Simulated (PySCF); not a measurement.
B3LYP has the VWN-RPA correlation part, as in Gaussian. Excitations are Tamm–Dancoff values on a coarser integration grid. The basis has no diffuse functions, so Rydberg states are missing or too high.

Z-matrix (Å, degrees):
```
C
F 1 1.3893
H 1 1.0909 2 108.82
H 1 1.0909 3 110.11 2 -119.20
H 1 1.0909 3 110.11 4 -121.60
```
Charge 0, multiplicity 1.

Task: Give the dipole moment, S1–T1 gap (TDA), HOMO, brightest of the four lowest singlets (TDA), S1 excitation (TDA), S1 oscillator strength, LUMO and T1 excitation (TDA) at the level B3LYP-D3(BJ)/def2-TZVP in PySCF.

Result: 
The dipole moment comes out as 1.87 D, the S1–T1 gap (TDA) comes out as 0.51 eV and the HOMO is -9.58 eV. The brightest of the four lowest singlets (TDA) is 9.97 eV, the S1 excitation (TDA) is 9.52 eV and the S1 oscillator strength is 0.020. The LUMO comes out as 1.28 eV and the T1 excitation (TDA) is 9.01 eV.
